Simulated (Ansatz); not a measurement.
`C[S][SbH2]` + H₂O → `[OH][SbH2]` + CH₃SH at 500 K and 1 bar (formal hydrolysis of the Sb–S bond).

Isolated molecules relaxed with PBE0-D4/def2-TZVP in Ansatz; ΔE leaves out vibrations. CCSD(T)/CBS is the MP2 limit (def2-TZVPP, def2-QZVPP) plus CCSD(T) − MP2 in def2-TZVPP, frozen cores. This one scheme is used for every species. def2 core potentials past Kr. For Sb outer-core shells are correlated without core-valence functions, which leaves a few kJ/mol of doubt a bond.

| species | CCSD(T)/CBS energy (Eh) | H − E (kJ/mol) | S (J/(mol·K)) |
| --- | --- | --- | --- |
| `C[S][SbH2]` | -678.84952 | 174.9 | 388.4 |
| H₂O | -76.37941 | 73.2 | 206.3 |
| `[OH][SbH2]` | -316.98030 | 96.1 | 310.6 |
| CH₃SH | -438.22835 | 145.1 | 283.7 |

H − E and S are ideal-gas, rigid-rotor, harmonic terms from PBE0-D4/def2-TZVP. 1 Eh = 2625.50 kJ/mol, R = 8.31446 J/(mol·K).

By hand: ΔE, ΔH, ΔS and ΔG.

ΔE = (-316.98030) + (-438.22835) − (-678.84952) − (-76.37941) = 0.02028 Eh = 53.2 kJ/mol. Δ(H − E) = 96.1 + 145.1 − 174.9 − 73.2 = -6.9, so ΔH = 46.3 kJ/mol. ΔS = 310.6 + 283.7 − 388.4 − 206.3 = -0.4 J/(mol·K). ΔG = 46.3 − 500 × (-0.4)/1000 = 46.5 kJ/mol.

By hand: the equilibrium constant, and the temperature at which ΔG would vanish if ΔH and ΔS stayed fixed.

log₁₀ K = −ΔG/(RT ln 10) = -4.9. ΔH and −TΔS have one sign here, so there is no such temperature. One of them is within its doubt of zero, so this could turn.

The number of gas molecules stays the same, so ΔS is small and ΔH decides. A doubt of 5 kJ/mol in ΔE shifts log₁₀ K by 0.5 here. Modes under 60 cm⁻¹, often nearly free rotors, make the harmonic entropy too high. These are equilibria of isolated gas molecules and say nothing of rates. Largest T1 diagnostic: 0.014 (customary marks: 0.02 for closed shells, 0.045 for open ones).
